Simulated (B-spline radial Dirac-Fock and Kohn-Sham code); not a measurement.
**Satellites and hypersatellites of the K lines of Cl⁷⁺**

System: Cl⁷⁺, [He] 2s2 2p6.

The run's input, task.json:

```json
{"items": [{
  "Z": 17,
  "q": 7,
  "cfg": [[1, 0, 2], [2, 0, 2], [2, 1, 6]],
  "A": 35,
  "rrms": 3.3654,
  "do": ["binding", "quiet", "double"]
}]}
```

Run with: `python xray_run.py task.json out`

The computed values come from an atomic code on a B-spline grid: Dirac-Fock ΔSCF + Breit + QED. Each two-hole energy is an average over J within one jj subconfiguration, not an observable level; in light atoms, where LS coupling holds, the j-resolved values are not observed lines, and for a K spectator the Kα1 hypersatellite is nearly forbidden. Correlation and solid-state effects are left out.

Lines without a spectator: Kα2 (K-L2) 2631.3 eV, Kα1 (K-L3) 2633.0 eV. Shifts in eV with one spectator hole (a dash: not computed, or left out as unreliable):

```csv
spectator hole,Kα2,Kα1
L2 (2p1/2),+15.06,+18.35
L3 (2p3/2),+17.85,+16.91
```

Q: Where does the K-L3 hypersatellite lie, emitted when both K electrons are missing?

A: +174.5 eV from the normal line, at 2807.5 eV. Removing both K electrons costs 6207.1 eV, which is 247.6 eV more than twice the K binding energy. In light atoms the observed hypersatellite is the ¹S₀ → ¹P₁ component, which lies below this average, and the triplet component is nearly forbidden.

With n spectator holes in 2p, averaged over the 2p shell (energies in eV):

| n | KαLⁿ | step | hypersatellite KαʰLⁿ |
| --- | --- | --- | --- |
| 0 | 2632.5 | – | 2806.8 |
| 1 | 2649.9 | +17.4 | 2825.7 |
| 2 | 2668.8 | +18.9 | 2846.0 |
| 3 | 2689.2 | +20.4 | 2867.8 |
| 4 | 2711.0 | +21.8 | 2890.9 |
| 5 | 2734.3 | +23.3 | 2915.5 |
